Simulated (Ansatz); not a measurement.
Isolated molecules relaxed with PBE0-D4/def2-TZVP in Ansatz; ΔE leaves out vibrations. CCSD(T)/CBS adds triple-zeta CCSD(T) − MP2 to the extrapolated MP2 energy (def2 sets, frozen cores). DFT in def2-TZVPP. Each species was taken in one conformer, which may not be the lowest.

`[BH2][AlH][CH2]OC` + `N=C(N)F` → `BNC(=N)F` + `CO[CH2][AlH2]`  (cleavage of the B–Al bond)

**Question.** Is it downhill or uphill in electronic energy at CCSD(T)/CBS, and by how much? (Best estimate.)

**Answer.** Computed: Downhill: ΔE = -161.6 kJ/mol.

**Question.** What do these levels give: PBE-D4, ωB97M-V, B2PLYP, r2SCAN0, LC-ωPBE, HF/def2-SVP, CCSD(T)/def2-SVP, HF/def2-QZVPP, MP2/def2-QZVPP, SCS-MP2/def2-QZVPP, MP2/CBS(def2), CCSD/CBS(def2)? (Best estimate.)

**Answer.** Computed: PBE-D4 -129.5, ωB97M-V -162.1, B2PLYP -166.7, r2SCAN0 -151.6, LC-ωPBE -156.5, HF/def2-SVP -202.7, CCSD(T)/def2-SVP -179.1, HF/def2-QZVPP -196.8, MP2/def2-QZVPP -169.1, SCS-MP2/def2-QZVPP -174.6, MP2/CBS(def2) -168.4, CCSD/CBS(def2) -166.5 kJ/mol.

**Question.** What do rigid-rotor, harmonic-oscillator terms from PBE0-D4/def2-TZVP frequencies (298.15 K, 1 bar) make of the CCSD(T)/CBS value? (Estimate.)

**Answer.** Ansatz gave: ΔZPE = -2.7 kJ/mol, ΔH = -163.9 kJ/mol, ΔS = 10 J/(mol·K), ΔG = -167.0 kJ/mol.

Largest T1 diagnostic among the species: 0.014.

The D4 term adds +4.9 kJ/mol with B3LYP and +2.6 kJ/mol with PBE0; it sums over pairs of atoms, weighted by their polarisabilities, and B3LYP, whose exchange is more repulsive, gets the larger term. From BLYP to BHLYP (50 % exact exchange), in def2-TZVPP and without D4, ΔE moves by −19.4 kJ/mol.

B3LYP here is the variant with VWN-RPA as its local correlation; programs differ in this.
